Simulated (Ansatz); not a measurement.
Start from `CN([SiH2]Cl)[SiH](O)F` and change one atom or group to get `C=CN(C)[SiH2]Cl`.

Ansatz, PBE0-D4/def2-TZVP geometries, multiplicity 1. Each molecule was computed in one conformer, which needn't be the lowest.

```csv
property,`CN([SiH2]Cl)[SiH](O)F`
HOMO–LUMO gap (ωB97M-V/def2-TZVPP) / eV,12.18
size of the dipole moment (PBE/def2-TZVPP) / D,2.22
LUMO energy (PBE/def2-TZVPP) / eV,-0.62
size of the dipole moment (B3LYP/def2-TZVPP) / D,2.35
HOMO–LUMO gap (PBE/def2-TZVPP) / eV,5.90
size of the dipole moment (ωB97M-V/def2-TZVPP) / D,2.34
```

Problem. Give the same properties after the change, and the shifts. (Best estimate.)

Solution. Ansatz gave: 
```
                                          property  `C=CN(C)[SiH2]Cl`  shift
           HOMO–LUMO gap (ωB97M-V/def2-TZVPP) / eV              10.75  -1.43
    size of the dipole moment (PBE/def2-TZVPP) / D               1.36  -0.86
                 LUMO energy (PBE/def2-TZVPP) / eV              -0.55   0.07
  size of the dipole moment (B3LYP/def2-TZVPP) / D               1.40  -0.95
               HOMO–LUMO gap (PBE/def2-TZVPP) / eV               4.73  -1.17
size of the dipole moment (ωB97M-V/def2-TZVPP) / D               1.38  -0.96
```

With PBE0 the HOMO rises by 1.53 eV and the LUMO rises by 0.12 eV, so the gap narrows by about 1.41 eV. PBE moves the HOMO by 1.24 eV and ωB97M-V by 1.65 eV. Dipoles are sizes alone; their direction can turn.

B3LYP here is the variant with VWN-RPA as its local correlation; programs differ in this.
